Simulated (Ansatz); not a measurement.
Relaxation of CH5BrInN (9 atoms, charge 0, multiplicity 1), to a largest force component of 0.03 eV/Å in at most 50 steps.

The calculation used RKS B3LYP-D4/def2-SVP (Ansatz).

```xyz
9
Properties=species:S:1:pos:R:3
In 0.193 -0.166 0.159
Br 2.565 -0.704 1.085
N -0.425 -2.055 0.560
H 0.320 -2.416 1.158
C -0.275 1.679 -0.839
H -1.349 -2.293 0.913
H 0.335 2.477 -0.396
H -1.344 1.913 -0.738
H -0.019 1.567 -1.902
```

Q: Where does it end, and by what steps?

A: The forces met the threshold. After 7 steps the energy has fallen by 0.192 eV; Br2 moved furthest, 0.51 Å.

```
step  energy less start (eV)  largest force component (eV/Å)  accepted
   0                  0.0000                           0.464       yes
   1                 -0.1115                           0.419       yes
   2                 -0.1643                           0.519       yes
   3                 -0.1779                           0.470       yes
   4                 -0.1495                           0.617        no
   5                 -0.1906                           0.207       yes
   6                 -0.1922                           0.062       yes
   7                 -0.1922                           0.022       yes
```

```xyz
9
Properties=species:S:1:pos:R:3
In 0.441 -0.208 0.222
Br 2.866 -0.322 0.939
N -0.468 -1.988 0.578
H -0.008 -2.635 1.215
C -0.258 1.573 -0.782
H -1.477 -2.036 0.700
H 0.261 2.444 -0.359
H -1.344 1.684 -0.662
H -0.012 1.488 -1.851
```

Run time: 29 s on 2 threads of Intel(R) Xeon(R) Platinum 8488C (Sapphire Rapids), on a shared host, peak memory 0.3 GiB.
